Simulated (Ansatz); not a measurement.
Consider the substitution at a C–S bond: `CSCS[SiH3]` + H–F → `FCS[SiH3]` + CH₃SH.

Computed with Ansatz on PBE0-D4/def2-TZVP structures; ΔE is electronic, products minus reactants. CBS: MP2 limit from def2 TZ/QZ plus the TZ coupled-cluster correction, frozen cores. This one scheme is used for every species. One conformer a species, not always the lowest.

`CSCS[SiH3]`:

Z-matrix (Å, degrees):
```
C
S 1 1.794
H 1 1.091 2 110.5
H 1 1.091 2 111.2 3 -122.3
H 1 1.090 2 106.8 3 118.8
C 2 1.791 1 100.5 3 56.8
S 6 1.824 2 116.4 1 -61.8
H 6 1.092 2 110.9 1 59.4
H 6 1.091 2 105.6 1 176.6
Si 7 2.137 6 100.0 2 -44.3
H 10 1.486 7 103.4 6 -164.0
H 10 1.484 7 113.5 6 78.4
H 10 1.485 7 110.7 6 -45.9
```

H–F:

Z-matrix (Å, degrees):
```
F
H 1 0.920
```

`FCS[SiH3]`:

```xyz
9

F    -2.067    0.105   -0.341
C    -1.064   -0.685   -0.847
S     0.427    0.250   -1.234
Si    1.107    0.665    0.751
H    -0.848   -1.468   -0.118
H    -1.407   -1.123   -1.786
H     2.502    1.145    0.602
H     0.289    1.701    1.427
H     1.061   -0.590    1.547
```

CH₃SH:

Cartesian coordinates in Å:
```
C -0.408 -0.079 -0.263
S 1.297 -0.386 0.251
H -1.106 -0.224 0.561
H -0.628 -0.813 -1.037
H -0.524 0.918 -0.686
H 1.369 0.585 1.174
```

```csv
species,MP2/def2-QZVPP energy (Eh)
`CSCS[SiH3]`,-1165.40063
H–F,-100.36692
`FCS[SiH3]`,-827.58402
CH₃SH,-438.15657
```

(1) Work out ΔE.

(2) What do rigid-rotor, harmonic-oscillator terms from PBE0-D4/def2-TZVP frequencies (298.15 K, 1 bar) make of the CCSD(T)/CBS value? (Estimate.)

Largest T1 diagnostic among the species: 0.012.

## Answers

(1) ΔE = (-827.58402) + (-438.15657) − (-1165.40063) − (-100.36692) = 0.02696 Eh = +16.9 kcal/mol. CCSD(T)/CBS gives +13.8 kcal/mol.

(2) The calculation gave: ΔZPE = +0.1 kcal/mol, ΔH = +13.3 kcal/mol, ΔS = 34 J/(mol·K), ΔG = +10.9 kcal/mol.

Leaving LDA and LC-ωPBE aside and taking each functional with its dispersion term where it has one, the values, not all of them listed here, spread over 4.8 kcal/mol, from CAM-B3LYP-D4 to revPBE-D4. LDA lies +3.5 kcal/mol from PBE without D4. At CCSD(T), def2-SVP lies −5.4 kcal/mol from the extrapolated value and def2-TZVPP −1.9 kcal/mol. In def2-TZVPP, CCSD(T) changes the Hartree–Fock value by +8.8 kcal/mol (the triples alone add +1.4 kcal/mol) and MP2 by +12.8 kcal/mol.
